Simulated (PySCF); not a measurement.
Simulation results for B$_{2}$H$_{5}$Si, BClH$_{3}$OSi, BH$_{3}$NSi, BH$_{8}$NSi$_{2}$ and others

All values are calculated (PySCF 2.14.0). Calculation on a computer-drawn molecule: the log of a Hartree-Fock and frozen-core CCSD(T) single point meant for a local Hartree-Fock minimum, with one planted fault or none, to be diagnosed. Offsets are logged minus clean, where the clean run is the same molecule without the fault. The reference is restricted for singlets and unrestricted otherwise, and also for a bond in bohr or an excited solution. Adding or removing an electron swaps singlet and doublet. The excited solution moves the top pair (singlet) or top alpha electron (doublet) to the lowest empty orbital. Highest occupied and lowest empty are orbital energies over both spins, largest force is the largest gradient component, triples share is (T) over the correlation energy, the T1 limit is 0.02 restricted and 0.045 unrestricted, electrons count all cores, a negative frequency is imaginary (commonest isotopes), and the dipole is about the centre of nuclear charge.

Common to all runs: logged SCF converged yes; logged CC converged yes; logged SCF stable within its kind yes; possible faults no fault, one electron removed, one electron added, multiplicity raised by two, geometry at a saddle point, SCF held on an excited solution, minimal basis STO-3G, one bond length entered in bohr, all coordinates scaled.

(1) B$_{2}$H$_{5}$Si

Logged structure:
```xyz
8
B2H5Si
B     -0.8768    -1.4353    -2.8319
B      0.4295    -1.3912    -1.7765
Si     0.9203     0.1539    -0.6543
H     -0.8033    -1.0148    -3.9570
H     -1.9338    -1.9021    -2.4946
H      1.1770    -2.3328    -1.7117
H      0.0137     1.3028    -0.4441
H      1.8930     0.0349     0.4515
```

* meant charge: 0
* meant multiplicity: 2
* meant basis: cc-pV(D+d)Z
* logged electrons: 30
* logged basis functions: 76
* logged spin squared: 0
* logged highest occupied: -0.91247 eV
* logged lowest empty: 6.6778 eV
* logged largest force: 0.028874 hartree/bohr
* logged T1 diagnostic: 0.022511
* logged D1 diagnostic: 0.073998
* logged triples share: 0.036282
* logged dipole magnitude: 1.1814 debye
* logged energy HF: -341.13079 hartree
* logged energy CCSD(T): -341.48634 hartree
* planted fault: one electron added
* HF energy offset from clean run: -2.013 kcal/mol
* CCSD(T) energy offset from clean run: -29.88 kcal/mol

Drawn bonds:
| atom | other atom | order |
| --- | --- | --- |
| 1 | 2 | 1 |
| 2 | 3 | 1 |
| 1 | 4 | 1 |
| 1 | 5 | 1 |
| 2 | 6 | 1 |
| 3 | 7 | 1 |
| 3 | 8 | 1 |

Notes: T1 above single-reference limit.

(2) BClH$_{3}$OSi

Logged structure:
```xyz
7
BClH3OSi
O     -1.8578    -0.1413    -1.7627
Si    -1.2397    -0.4967    -0.3592
B      0.6405    -1.3406    -0.1901
Cl     1.4615    -1.6270    -1.6683
H     -1.4911    -0.2536    -2.6344
H     -2.9759     0.1551     1.6828
H      1.0911    -1.5970     0.8749
```

- meant charge: 1
- meant multiplicity: 1
- meant basis: cc-pV(D+d)Z
- logged electrons: 46
- logged basis functions: 89
- logged spin squared: 0.875
- logged highest occupied: -15.776 eV
- logged lowest empty: -5.9754 eV
- logged largest force: 0.019348 hartree/bohr
- logged T1 diagnostic: 0.037112
- logged D1 diagnostic: 0.15883
- logged triples share: 0.033376
- logged dipole magnitude: 3.0822 debye
- logged energy HF: -849.41109 hartree
- logged energy CCSD(T): -849.93497 hartree
- planted fault: one bond length entered in bohr, row 5 of the drawn bonds
- HF energy offset from clean run: 69.2 kcal/mol
- CCSD(T) energy offset from clean run: 76.92 kcal/mol

Drawn bonds:
| atom | other atom | order |
| --- | --- | --- |
| 1 | 2 | 1 |
| 2 | 3 | 1 |
| 3 | 4 | 1 |
| 1 | 5 | 1 |
| 2 | 6 | 1 |
| 3 | 7 | 1 |

(3) BH$_{3}$NSi

Logged structure:
```xyz
6
BH3NSi
B     -0.4160    -0.9538     0.7803
N     -1.5383    -1.2279     1.3114
Si    -2.9591    -1.5752     1.9854
H      0.6156    -0.7017     0.2919
H     -4.1908    -1.0539     1.4065
H     -3.0191    -2.4123     3.1769
```

- meant charge: 1
- meant multiplicity: 1
- meant basis: cc-pV(D+d)Z
- logged electrons: 27
- logged basis functions: 66
- logged spin squared: 0.7591
- logged highest occupied: -25.817 eV
- logged lowest empty: -14.243 eV
- logged largest force: 0.10144 hartree/bohr
- logged T1 diagnostic: 0.035707
- logged D1 diagnostic: 0.16783
- logged triples share: 0.026378
- logged dipole magnitude: 2.3281 debye
- logged energy HF: -369.00172 hartree
- logged energy CCSD(T): -369.29541 hartree
- planted fault: one electron removed
- HF energy offset from clean run: 365.6 kcal/mol
- CCSD(T) energy offset from clean run: 397.1 kcal/mol

Drawn bonds:
| atom | other atom | order |
| --- | --- | --- |
| 1 | 2 | 1 |
| 2 | 3 | 2 |
| 1 | 4 | 1 |
| 3 | 5 | 1 |
| 3 | 6 | 1 |

(4) BH$_{8}$NSi$_{2}$

Logged structure:
```xyz
12
BH8NSi2
N      0.4597    -2.3219    -0.9864
B      1.0632    -1.4330    -0.1077
Si     0.1966     0.3516     0.3856
Si    -0.3947     0.4393     2.6800
H     -0.4131    -2.1476    -1.4404
H      0.8657    -3.2022    -1.2309
H      2.1195    -1.7534     0.3735
H      1.1311     1.4802     0.1225
H     -1.0386     0.6030    -0.4124
H      0.8029     0.2440     3.5354
H     -1.0066     1.7466     3.0255
H     -1.3723    -0.6303     3.0069
```

* meant charge: 0
* meant multiplicity: 1
* meant basis: cc-pV(D+d)Z
* logged electrons: 48
* logged basis functions: 114
* logged spin squared: 0
* logged highest occupied: -10.167 eV
* logged lowest empty: 2.9221 eV
* logged largest force: 2.485e-05 hartree/bohr
* logged lowest frequency: 52.142 cm⁻¹
* logged T1 diagnostic: 0.014741
* logged D1 diagnostic: 0.051518
* logged triples share: 0.027382
* logged dipole magnitude: 2.614 debye
* logged energy HF: -661.6975 hartree
* logged energy CCSD(T): -662.24495 hartree
* planted fault: ?

Drawn bonds:
| atom | other atom | order |
| --- | --- | --- |
| 1 | 2 | 1 |
| 2 | 3 | 1 |
| 3 | 4 | 1 |
| 1 | 5 | 1 |
| 1 | 6 | 1 |
| 2 | 7 | 1 |
| 3 | 8 | 1 |
| 3 | 9 | 1 |
| 4 | 10 | 1 |
| 4 | 11 | 1 |
| 4 | 12 | 1 |

(5) CH$_{4}$B$_{2}$Cl

Logged structure:
```xyz
8
CH4B2Cl
B     -2.8576     0.2530    -1.3639
C     -1.3063     0.7305    -1.4455
B     -1.0399     1.8494    -2.3866
Cl    -0.7822     3.0701    -3.4250
H     -3.0609    -0.8489    -0.9719
H     -3.7325     1.0119    -1.6448
H     -0.6116    -0.0965    -1.6267
H     -1.0958     1.1131    -0.4298
```

- meant charge: 1
- meant multiplicity: 1
- meant basis: cc-pV(D+d)Z
- logged electrons: 36
- logged basis functions: 85
- logged spin squared: 2.0129
- logged highest occupied: -12.493 eV
- logged lowest empty: -7.5485 eV
- logged largest force: 0.096099 hartree/bohr
- logged T1 diagnostic: 0.046023
- logged D1 diagnostic: 0.27002
- logged triples share: 0.034642
- logged dipole magnitude: 2.7754 debye
- logged energy HF: -548.61226 hartree
- logged energy CCSD(T): -549.09056 hartree
- planted fault: ?

Drawn bonds:
| atom | other atom | order |
| --- | --- | --- |
| 1 | 2 | 1 |
| 2 | 3 | 1 |
| 3 | 4 | 1 |
| 1 | 5 | 1 |
| 1 | 6 | 1 |
| 2 | 7 | 1 |
| 2 | 8 | 1 |

Notes: T1 above single-reference limit.

(6) AlBClH$_{2}$O

Logged structure:
```xyz
6
AlBClH2O
O     -3.1926    -0.7162     1.2847
B     -2.8486     0.0406     0.4130
Al    -2.1597     1.3976    -1.1669
Cl    -3.9805     2.5009    -1.8967
H     -1.1269     2.4595    -0.5397
H     -1.5561     0.5329    -2.3817
```

- meant charge: -1
- meant multiplicity: 1
- meant basis: aug-cc-pV(D+d)Z
- logged electrons: 46
- logged basis functions: 128
- logged spin squared: 0
- logged highest occupied: -6.5748 eV
- logged lowest empty: 3.2543 eV
- logged largest force: 1.445e-05 hartree/bohr
- logged lowest frequency: 103.06 cm⁻¹
- logged T1 diagnostic: 0.015524
- logged D1 diagnostic: 0.043674
- logged triples share: 0.032271
- logged dipole magnitude: 1.6148 debye
- logged energy HF: -802.34058 hartree
- logged energy CCSD(T): -802.90017 hartree
- planted fault: ?

Drawn bonds:
| atom | other atom | order |
| --- | --- | --- |
| 1 | 2 | 2 |
| 2 | 3 | 1 |
| 3 | 4 | 1 |
| 3 | 5 | 1 |
| 3 | 6 | 1 |

Questions
1. Which fault was planted in the run of BH$_{8}$NSi$_{2}$ (entry 4)?
2. Which fault was planted in the run of CH$_{4}$B$_{2}$Cl (entry 5)?
3. AlBClH$_{2}$O (entry 6): planted fault?

Answers
1. no fault
2. multiplicity raised by two
3. no fault

Further results for BH$_{8}$NSi$_{2}$ (entry 4):

- HF energy offset from clean run: 0 kcal/mol
- CCSD(T) energy offset from clean run: 0 kcal/mol

Further results for CH$_{4}$B$_{2}$Cl (entry 5):

- HF energy offset from clean run: 127.7 kcal/mol
- CCSD(T) energy offset from clean run: 128.2 kcal/mol

Further results for AlBClH$_{2}$O (entry 6):

- HF energy offset from clean run: 0 kcal/mol
- CCSD(T) energy offset from clean run: 0 kcal/mol
